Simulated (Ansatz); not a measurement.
Reaction (hydrogen abstraction from a C–H bond): `ICI` + H• → `I[CH]I`• + H₂

Isolated molecules relaxed with PBE0-D4/def2-TZVP in Ansatz; ΔE leaves out vibrations. CCSD(T)/CBS is the MP2 limit (def2-TZVPP, def2-QZVPP) plus CCSD(T) − MP2 in def2-TZVPP, frozen cores. This one scheme is used for every species, atoms too. DFT in def2-TZVPP. No spin–orbit coupling; open shells (•) take unrestricted orbitals. Elements past krypton have def2 core potentials. For I outer-core shells are correlated without core-valence functions, so the limit isn't a true one: a few kJ/mol of doubt a bond, and 10 to 20 or more in all where bonds break to atoms.

```
             level  ΔE (kJ/mol)
       LDA (SPW92)        -21.5
        r2SCAN0-D4        -36.3
         CAM-B3LYP        -32.1
       HF/def2-SVP         -3.4
  CCSD(T)/def2-SVP        -12.9
   CCSD/def2-TZVPP        -27.2
SCS-MP2/def2-QZVPP         -5.0
    CCSD/CBS(def2)        -25.1
```

(1) What does CCSD(T)/CBS give? (Estimate.)

Largest T1 diagnostic among the species: 0.016.

Answers

(1) The calculation gave: -23.0 kJ/mol. The listed levels differ from it by 1.5, -13.3, -9.1, 19.6, 10.1, -4.2, 18.0, -2.1 kJ/mol.

From r2SCAN to r2SCAN0 (25 % exact exchange), in def2-TZVPP and without D4, ΔE moves by +4.0 kJ/mol. Leaving LDA and LC-ωPBE aside and taking each functional with its dispersion term where it has one, the values, not all of them listed here, spread over 30.2 kJ/mol, from BLYP-D4 to PBE-QIDH. LDA lies +6.9 kJ/mol from PBE without D4.
